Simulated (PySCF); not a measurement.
From a computed spectrum to the compound

A species of 9 atoms with charge 1 has these harmonic modes (PBE0, small Gaussian bases with core potentials, PySCF 2.14.0):

| cm⁻¹ | km/mol | symmetry |
| --- | --- | --- |
| 56 | 0.0 | a1'' |
| 133 | 1.1 | e' |
| 133 | 1.1 | e' |
| 466 | 0.0 | a1' |
| 544 | 7.5 | a2'' |
| 749 | 0.0 | e'' |
| 749 | 0.0 | e'' |
| 840 | 28.0 | e' |
| 840 | 28.0 | e' |
| 1217 | 14.7 | a2'' |
| 1227 | 0.0 | a1' |
| 1408 | 0.0 | e'' |
| 1408 | 0.0 | e'' |
| 1415 | 21.1 | e' |
| 1415 | 21.1 | e' |
| 3075 | 19.9 | a2'' |
| 3076 | 0.0 | a1' |
| 3214 | 0.0 | e'' |
| 3214 | 0.0 | e'' |
| 3216 | 22.4 | e' |
| 3216 | 22.4 | e' |

Task: Which species is it, and in which structure?

Result: [Tl(CH3)2]+ (singlet):
```xyz
9

Tl    0.0000    0.0000    0.0000
C     2.1395    0.0000    0.0000
H     2.4812    0.0000   -1.0443
H     2.4812    0.9044    0.5221
H     2.4812   -0.9044    0.5222
C    -2.1395    0.0000    0.0000
H    -2.4812    0.0000   -1.0443
H    -2.4812   -0.9044    0.5222
H    -2.4812    0.9044    0.5221
```
Ideal gas at 298.15 K and 1 bar: S = 313.2 J/(mol K), Cp = 82.4 J/(mol K), H − H(0 K) = 17.8 kJ/mol (rigid rotor, harmonic modes, spin degeneracy alone; the modes under 60 cm⁻¹ make these uncertain). 
 The answer isn't unique; the calculation gave this one.
